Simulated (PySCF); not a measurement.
# Potential energy of MgIn⁺ along the bond

Set-up: PySCF, scalar-relativistic core potentials, basis sets Mg def2-SVP, In def2-SVP with ECP28. Energies in eV from Mg + In⁺ in their ground configurations at the same level. State: ¹Σ⁺ (singlet), closed shell.

| R (Å) | B3LYP | PBE | CAM-B3LYP | RHF-SCS-MP2 |
| --- | --- | --- | --- | --- |
| 2.857 | -0.5327 | -0.6799 | -0.4885 | -0.3402 |
| 2.990 | -0.6523 | -0.7948 | -0.6037 | -0.4758 |
| 3.123 | -0.7198 | -0.8573 | -0.6669 | -0.5552 |
| 3.222 | -0.7454 | -0.8792 | -0.6895 | -0.5878 |
| 3.322 | -0.7551 | -0.8851 | -0.6962 | -0.6034 |
| 3.422 | -0.7528 | -0.8790 | -0.6910 | -0.6059 |
| 3.554 | -0.7359 | -0.8572 | -0.6705 | -0.5945 |
| 3.721 | -0.7001 | -0.8154 | -0.6304 | -0.5642 |
| 3.920 | -0.6449 | -0.7533 | -0.5706 | -0.5141 |
| 4.186 | -0.5633 | -0.6635 | -0.4840 | -0.4378 |

Problem. Put a parabola through the three lowest points of the B3LYP curve and estimate Re, k and ωe (reduced mass 19.84 u; 1 eV/Å² = 0.16022 mdyn/Å; ωe = 1302.8·√(k/μ) cm⁻¹).

Solution. Through R = 3.222, 3.322, 3.422 Å the second-order coefficient is 0.600 eV/Å², so Re ≈ 3.353 Å, k ≈ 0.192 mdyn/Å and ωe ≈ 128 cm⁻¹. A polynomial fit of higher order to the unrounded B3LYP energies gives Re = 3.349 Å, k = 0.180 mdyn/Å, ωe = 124 cm⁻¹; anharmonicity and rounding make the difference.

The higher-order fit for each curve: B3LYP: Re = 3.349 Å, ωe = 124 cm⁻¹, De = 0.76 eV; PBE: Re = 3.317 Å, ωe = 130 cm⁻¹, De = 0.89 eV; CAM-B3LYP: Re = 3.324 Å, ωe = 128 cm⁻¹, De = 0.70 eV; RHF-SCS-MP2: Re = 3.394 Å, ωe = 121 cm⁻¹, De = 0.61 eV.

Correlated steps freeze 5 core orbitals. Closed-shell solutions of metal pairs were not tested for spin polarisation, which can lower them a little. Correlated levels converge slowly with the basis: in double zeta they bind strong bonds too weakly, by up to about 1 eV, and carry superposition errors of some tenths. Spin–orbit coupling is left out. For an ion De counts to the pair picked by the measured ionisation energies or electron affinities, which need not be the lowest pair at this level.
